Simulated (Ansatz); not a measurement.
Isolated molecules relaxed with PBE0-D4/def2-TZVP in Ansatz; ΔE leaves out vibrations. CCSD(T)/CBS adds triple-zeta CCSD(T) − MP2 to the extrapolated MP2 energy (def2 sets, frozen cores). This one scheme is used for every species. DFT in def2-TZVPP. B3LYP here is the variant with VWN-RPA as its local correlation; programs differ in this. One conformer a species, not always the lowest.

`O[SiH2]OC[SiH3]` + `OBNCO` → `OBN[SiH2]O` + `OCOC[SiH3]`  (redistribution)

```tsv
level	ΔE (kcal/mol)	difference from CCSD(T)/CBS
PBE-D4	8.5	-0.8
r2SCAN-D4	8.7	-0.6
PBE0-D4	8.9	-0.4
B3LYP-D4	9.7	0.4
ωB97X-V	9.1	-0.2
ωB97M-V	9.1	-0.2
B2PLYP	10.0	0.7
PBE	8.8	-0.5
r2SCAN	8.7	-0.6
PBE0	9.2	-0.1
B3LYP	10.2	0.9
HF/def2-TZVPP	10.9	1.6
MP2/def2-TZVPP	9.7	0.4
SCS-MP2/def2-TZVPP	9.9	0.6
CCSD/def2-TZVPP	9.6	0.3
CCSD(T)/def2-TZVPP	9.1	-0.2
HF/def2-QZVPP	11.1	1.8
MP2/def2-QZVPP	9.9	0.6
SCS-MP2/def2-QZVPP	10.1	0.8
HF/CBS(def2)	11.1	1.8
MP2/CBS(def2)	9.9	0.6
CCSD/CBS(def2)	9.8	0.5
CCSD(T)/CBS	9.3	0
```

Largest T1 diagnostic among the species: 0.012.

In def2-TZVPP, CCSD(T) changes the Hartree–Fock value by −1.7 kcal/mol (the triples alone add −0.4 kcal/mol) and MP2 by −1.2 kcal/mol.
